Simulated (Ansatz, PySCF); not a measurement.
CH₅FO₂Si₂, SMILES F[Si@H]1OCO[SiH2]1. Atoms are numbered in the order given.

```xyz
11

F      2.0416    -0.8394    -0.4226
Si     0.9772    -0.0883     0.5508
O      0.4873     1.3654    -0.1038
C     -0.7168     1.4695    -0.8157
O     -1.6388     0.4674    -0.4937
Si    -1.1890    -0.9186     0.3537
H      1.6924     0.1837     1.8191
H     -0.5017     1.4291    -1.8995
H     -1.1658     2.4466    -0.5727
H     -1.3700    -2.1424    -0.4790
H     -1.9947    -1.0478     1.6017
```
Charge 0, spin multiplicity 1.

Geometry optimised at PBE0-D3(BJ)/def2-SVP. The structure was generated by enumeration; whether it is a known compound was not checked. The values are those of a single conformer.

Two levels are set side by side: PBE-D3(BJ)/def2-SVP (Ansatz, a quantum-chemistry and plane-wave program) and PBE0-D3(BJ)/def2-SVP (Ansatz). Each level has its own optimised geometry; the coordinates shown are those of the second. Frequencies come from the Hessian of PySCF at each geometry. Differences are taken from unrounded values.

```tsv
quantity	PBE0-D3(BJ)
mean bond length (Å)	1.526
bond F1–Si2 (Å)	1.626
bond Si2–O3 (Å)	1.668
bond Si2–Si6 (Å)	2.328
bond O3–C4 (Å)	1.403
bond C4–O5 (Å)	1.399
bond O5–Si6 (Å)	1.686
bond Si2–H7 (Å)	1.481
bond C4–H8 (Å)	1.106
bond C4–H9 (Å)	1.102
bond Si6–H10 (Å)	1.491
bond Si6–H11 (Å)	1.491
highest harmonic wavenumber (cm⁻¹)	3111
mean harmonic wavenumber (cm⁻¹)	1099
zero-point energy (kcal/mol)	42.44
```

Problem. What does PBE-D3(BJ) give, and how far is it from PBE0-D3(BJ)? (An estimate is asked for; the answer gives what the named calculation found.)

Solution. 
```json
[
 {"quantity": "mean bond length (Å)", "PBE-D3(BJ)": "1.539", "PBE-D3(BJ) minus PBE0-D3(BJ)": "0.014"},
 {"quantity": "bond F1–Si2 (Å)", "PBE-D3(BJ)": "1.642", "PBE-D3(BJ) minus PBE0-D3(BJ)": "0.016"},
 {"quantity": "bond Si2–O3 (Å)", "PBE-D3(BJ)": "1.687", "PBE-D3(BJ) minus PBE0-D3(BJ)": "0.019"},
 {"quantity": "bond Si2–Si6 (Å)", "PBE-D3(BJ)": "2.339", "PBE-D3(BJ) minus PBE0-D3(BJ)": "0.011"},
 {"quantity": "bond O3–C4 (Å)", "PBE-D3(BJ)": "1.418", "PBE-D3(BJ) minus PBE0-D3(BJ)": "0.015"},
 {"quantity": "bond C4–O5 (Å)", "PBE-D3(BJ)": "1.415", "PBE-D3(BJ) minus PBE0-D3(BJ)": "0.015"},
 {"quantity": "bond O5–Si6 (Å)", "PBE-D3(BJ)": "1.703", "PBE-D3(BJ) minus PBE0-D3(BJ)": "0.018"},
 {"quantity": "bond Si2–H7 (Å)", "PBE-D3(BJ)": "1.493", "PBE-D3(BJ) minus PBE0-D3(BJ)": "0.012"},
 {"quantity": "bond C4–H8 (Å)", "PBE-D3(BJ)": "1.116", "PBE-D3(BJ) minus PBE0-D3(BJ)": "0.010"},
 {"quantity": "bond C4–H9 (Å)", "PBE-D3(BJ)": "1.112", "PBE-D3(BJ) minus PBE0-D3(BJ)": "0.010"},
 {"quantity": "bond Si6–H10 (Å)", "PBE-D3(BJ)": "1.504", "PBE-D3(BJ) minus PBE0-D3(BJ)": "0.012"},
 {"quantity": "bond Si6–H11 (Å)", "PBE-D3(BJ)": "1.502", "PBE-D3(BJ) minus PBE0-D3(BJ)": "0.011"},
 {"quantity": "highest harmonic wavenumber (cm⁻¹)", "PBE-D3(BJ)": "3001", "PBE-D3(BJ) minus PBE0-D3(BJ)": "-110"},
 {"quantity": "mean harmonic wavenumber (cm⁻¹)", "PBE-D3(BJ)": "1055", "PBE-D3(BJ) minus PBE0-D3(BJ)": "-45"},
 {"quantity": "zero-point energy (kcal/mol)", "PBE-D3(BJ)": "40.71", "PBE-D3(BJ) minus PBE0-D3(BJ)": "-1.73"}
]
```

GGA bonds tend to be longer and softer than those of functionals with exact exchange. Differences between two approximate levels are no errors against the true value.
